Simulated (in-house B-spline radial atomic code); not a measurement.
Ionising C IV (C3+) with different functionals

Computed with a radial B-spline atomic code at the basis-set limit: scalar-relativistic (spin-free X2C) Hamiltonian, Fermi nucleus of rms radius 2.4702 fm, spin-polarised at highest spin, spherical fractional occupations for the functionals, and exact exchange of hybrids averaged over the configuration. The ionisation energy is the difference of two self-consistent energies, [He] 2s1 → 1s2, without Breit or QED terms; ε is the level of the shell that loses the electron (its least bound occupied spin orbital).

```
   method                    rung  ΔSCF (eV)  -ε(2s) (eV)
     PBE0           global hybrid      64.87        59.50
    B3LYP           global hybrid      65.18        59.16
    TPSSh           global hybrid      64.79        58.59
BHandHLYP           global hybrid      65.06        61.15
  r2SCAN0           global hybrid      64.47        59.71
    B97-1           global hybrid          ?            ?
    HSE06  range-separated hybrid      64.86        59.07
    wB97X  range-separated hybrid      63.75        61.95
CAM-B3LYP  range-separated hybrid          ?            ?
  LC-wPBE  range-separated hybrid      65.05        62.77
```

Q: What does CAM-B3LYP give?

A: ΔSCF 65.14 eV, and -ε(2s) = 61.00 eV.

Q: What does B97-1 give?

A: ΔSCF 64.70 eV, and -ε(2s) = 59.09 eV.

Q: Among the functionals, which spreads more, the ΔSCF values or the orbital energies?

A: The orbital energies: ΔSCF values span about 1.43 eV and the orbital energies 4.18 eV.

Q: How do they compare with the NIST value?

A: NIST lists 64.494 eV (measured, ground level to ground level). Errors run from -0.74 to +0.69 eV; r2SCAN0 is closest (-0.03 eV), but part of that can be cancellation, since the calculations leave out Breit-QED terms.
